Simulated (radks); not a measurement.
The numbers below are computed, except where a source is named.
Task: Numerical settings for the iridium ion Ir3+, [Xe] 4f14 5d6. Level of theory: Dirac Kohn-Sham, PBE, spin-unpolarised, spherical densities, finite nucleus; open shells fill j = l - 1/2 first; Fermi nuclear charge, rms radius 5.4032 fm (a radial shooting solver on a logarithmic mesh with Libxc functionals). The defaults (mesh step 0.008 in ln r, mesh end at 40 bohr or more with all orbitals vanishing there, Anderson mixing 0.5 over 9 steps, residual threshold near 1e-9 with the energy settled to 1e-9 hartree or 1e-11 of itself, here a cap of 66 iterations) give E = -17852.502 hartree and 5d5/2 at -36.068 eV in 15 iterations. Run on one thread of a shared host, so times are rough (Arm Neoverse V1): 0.17 s of CPU time, 0.17 s wall, 15 iterations on 2213 mesh points. One setting is changed at a time: mesh step in ln r 0.005; mesh step in ln r 0.08; mesh step in ln r 0.2; mesh end (bohr) 2; mesh end (bohr) 8; residual threshold 0.1; residual threshold 1e-05; mixing 0.01; linear mixing, mixing 0.2; linear mixing, mixing 0.05; mixing history 20; iteration cap 2. Which runs fail to converge, and which converge to a wrong energy?

Result: Not converged within the cap: mesh step in ln r 0.08; mesh step in ln r 0.2; linear mixing, mixing 0.2; linear mixing, mixing 0.05; iteration cap 2. Settled on a wrong energy, with an occupied level pushed above zero by the early mesh end: mesh end (bohr) 2 (+6.26 hartree). Apart from these: no run marked as converged misses the energy by more than 1 mhartree.
